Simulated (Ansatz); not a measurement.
Born–Oppenheimer molecular dynamics of C$_{2}$H$_{9}$NOSi$_{2}$ (15 atoms, charge 0, multiplicity 1). It starts from a relaxed structure.

These are results of Ansatz 0.2.0, RKS PBE0-D4/STO-3G, not measurements.

```json
{
 "ensemble": "NVT, Langevin thermostat",
 "time step": "0.5 fs",
 "steps asked": "266",
 "set temperature": "200 K",
 "friction": "0.02 /fs",
 "seed": "906255"
}
```

First frame:

```xyz
15
Properties=species:S:1:pos:R:3
C 0.715 -2.450 0.104
Si 1.496 -0.806 -0.330
Si -0.030 0.682 -1.058
N -1.284 0.938 0.208
C -1.345 2.134 0.705
O -2.276 2.440 1.702
H -0.043 -2.334 0.885
H 0.228 -2.902 -0.765
H 1.466 -3.157 0.470
H 2.179 -0.285 0.832
H 2.492 -1.011 -1.357
H 0.593 1.940 -1.424
H -0.722 0.181 -2.226
H -0.749 3.042 0.469
H -2.743 1.538 1.814
```

(1) How far do the bonds stretch over the last three quarters of this one trajectory? (Pairs bonded in most of those frames.)

## Answers

(1) 
| bond | mean (Å) | spread (Å) | shortest | longest |
| --- | --- | --- | --- | --- |
| C1–Si2 | 1.868 | 0.015 | 1.84 | 1.90 |
| C1–H7 | 1.097 | 0.026 | 1.05 | 1.15 |
| C1–H8 | 1.095 | 0.016 | 1.06 | 1.14 |
| C1–H9 | 1.096 | 0.022 | 1.05 | 1.14 |
| Si2–Si3 | 2.254 | 0.047 | 2.18 | 2.31 |
| Si2–H10 | 1.446 | 0.012 | 1.42 | 1.47 |
| Si2–H11 | 1.447 | 0.037 | 1.38 | 1.52 |
| Si3–N4 | 1.799 | 0.023 | 1.76 | 1.83 |
| Si3–H12 | 1.451 | 0.018 | 1.41 | 1.49 |
| Si3–H13 | 1.449 | 0.041 | 1.38 | 1.52 |
| N4–C5 | 1.294 | 0.013 | 1.26 | 1.32 |
| C5–O6 | 1.403 | 0.021 | 1.35 | 1.45 |
| C5–H14 | 1.115 | 0.034 | 1.05 | 1.19 |
| O6–H15 | 1.023 | 0.010 | 1.00 | 1.05 |

Mean temperature of the second half: 205 K. A run of 0.13 ps of so small a system gives no equilibrium averages. Limits of this set-up: minimal basis.

The run took 8.9 min on 1 thread of Intel(R) Xeon(R) Platinum 8488C (Sapphire Rapids) (shared host), peak memory 0.13 GiB.
